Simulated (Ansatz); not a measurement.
Relaxation of BH$_{7}$NOPSi (12 atoms, charge 0, multiplicity 1), to a largest force component of 0.015 eV/Å in at most 40 steps.

All numbers below come from RKS PBE0/def2-SVP (Ansatz 0.2.0).

```xyz
12
Properties=species:S:1:pos:R:3:forces:R:3
B -0.825 1.768 1.531 -1.03 -0.27 -1.36
N -0.569 0.455 0.900 0.89 0.73 0.57
P 0.360 0.758 -0.604 1.03 0.87 0.97
Si 0.946 -1.367 -0.902 -3.26 -1.13 0.38
O -0.536 -2.222 -1.425 2.06 1.18 0.90
H -0.531 2.061 2.624 0.66 -0.05 1.01
H -1.462 2.624 0.919 0.18 -0.15 0.01
H -1.441 0.066 0.598 -0.95 -0.36 -0.42
H 1.637 1.041 0.162 -0.94 -0.26 -0.94
H 1.919 -1.501 -1.903 1.41 -0.12 -1.37
H 1.345 -1.957 0.384 0.23 -0.25 0.32
H -0.672 -2.873 -0.729 -0.29 -0.18 -0.08
```

**Question.** Where does it end, and by what steps?

**Answer.** The run converged. After 33 steps the energy has fallen by 1.836 eV; H7 moved furthest, 1.62 Å.

```tsv
step	energy less start (eV)	largest force component (eV/Å)	accepted
0	0.0000	3.259	yes
2	-0.4770	0.919	yes
4	-0.8748	0.918	yes
6	-1.3042	1.010	yes
8	-1.6438	0.466	yes
10	-1.7251	1.100	yes
12	-1.7948	0.302	yes
14	-1.8079	0.155	yes
16	-1.8114	0.262	yes
18	-1.8177	0.243	yes
20	-1.8218	0.286	yes
22	-1.8268	0.120	yes
24	-1.8308	0.102	yes
26	-1.8338	0.099	yes
28	-1.8354	0.065	yes
30	-1.8360	0.052	yes
32	-1.8361	0.016	yes
33	-1.8362	0.013	yes
```

```xyz
12
Properties=species:S:1:pos:R:3
B -0.714 1.376 1.571
N -0.854 1.163 0.196
P 0.362 0.813 -1.025
Si 0.816 -1.349 -0.539
O -0.401 -2.241 -1.251
H 0.377 1.267 2.083
H -1.695 1.675 2.215
H -1.776 1.284 -0.215
H 1.504 1.288 -0.312
H 2.163 -1.667 -1.115
H 0.853 -1.591 0.939
H -0.466 -3.165 -0.991
```

Time of the run: 43 s on 2 threads of AMD EPYC 9R45 96-Core Processor (Zen 5), on a shared host, peak memory 0.28 GiB.
